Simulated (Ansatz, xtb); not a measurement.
ClF2HSi2: which of two structures lies lower

Structure I is a singlet given by its coordinates and structure II is a singlet given by its coordinates. Both are isolated molecules in the gas phase, relaxed with PBE0-D3(BJ)/def2-SVP.

I (Å):

```yaml
atoms:
  - { symbol: Cl, position_ang: [-0.0243, 0.5307, 2.3280] }
  - { symbol: F, position_ang: [-1.1838, -1.3258, 0.2299] }
  - { symbol: F, position_ang: [-2.3430, 0.9341, 0.3941] }
  - { symbol: Si, position_ang: [-0.8849, 0.2497, 0.3792] }
  - { symbol: Si, position_ang: [1.1685, 1.2487, 0.0493] }
  - { symbol: H, position_ang: [0.3860, 2.5573, 0.2019] }
```

Close contacts (Å): Cl1–Si4 2.15, Cl1–Si5 2.67, F2–Si4 1.61, F3–Si4 1.61, Si4–Si5 2.31, Si5–H6 1.53.

II (Å):

```xyz
6

Cl   -0.0498   -0.9424    0.1205
F    -1.5564    1.9538   -0.0196
F     0.1963   -0.7473    3.1515
Si   -0.0818    1.6827    0.6560
Si   -0.7866   -0.1697    1.9941
H    -2.1092   -0.8291    2.1895
```

Close contacts (Å): Cl1–Si4 2.68, Cl1–Si5 2.16, F2–Si4 1.64, F3–Si5 1.62, Si4–Si5 2.39, Si5–H6 1.49.

Energies in hartree; the thermal terms are from PBE0-D3(BJ)/def2-SVP harmonic frequencies (ideal gas, rigid rotor, one conformer each, 298.15 K, 1 atm) and include the zero-point energy:

```
                               I            II
E, CCSD(T)/def2-SVP  −1237.162101  −1237.157558
    E, MP2/def2-SVP  −1237.108929  −1237.103969
  E, MP2/def2-TZVPP  −1237.972931  −1237.966936
  zero-point energy      0.015956      0.016330
       H(298 K) − E      0.023547      0.024124
       G(298 K) − E     −0.015714     −0.016031
```

Correct the CCSD(T) difference for the basis set by the MP2 change, then work out ΔE, ΔE₀, ΔH and ΔG for I → II in kJ/mol (1 Eh = 2625.50 kJ/mol) and the equilibrium ratio [II]/[I].

1. Differences II − I: CCSD(T) +0.004543, MP2 in the small set +0.004960, MP2 in the large set +0.005995 Eh.
2. ΔE = +0.004543 + (+0.005995 − (+0.004960)) = +0.005578 Eh = +14.65 kJ/mol.
3. ΔE₀ = ΔE + ΔZPE = +0.005578 + (+0.000374) Eh = +15.63 kJ/mol.
4. ΔH = ΔE + (+0.000577) Eh = +16.16 kJ/mol.
5. ΔG = ΔE + (−0.000317) Eh = +13.81 kJ/mol, so ΔS = (ΔH − ΔG)/T = +7.9 J/(mol K).
6. kT = 0.9442 mEh, so K = [II]/[I] = exp(−ΔG/kT) = exp(−5.57) ≈ 0.0038.

Structure I is favoured at this temperature. An error of 4 kJ/mol in ΔG would change K by a factor of 5. Mirror images and further conformers aren't counted.

Other levels gave ΔE = +8.7 (PBE0-D3(BJ)/def2-SVP); +8.0 (HF/def2-SVP); +13.0 (MP2/def2-SVP); +11.9 (CCSD(T)/def2-SVP) kJ/mol. The correlated steps freeze 17 core orbitals. Programs: Ansatz 0.2.0.
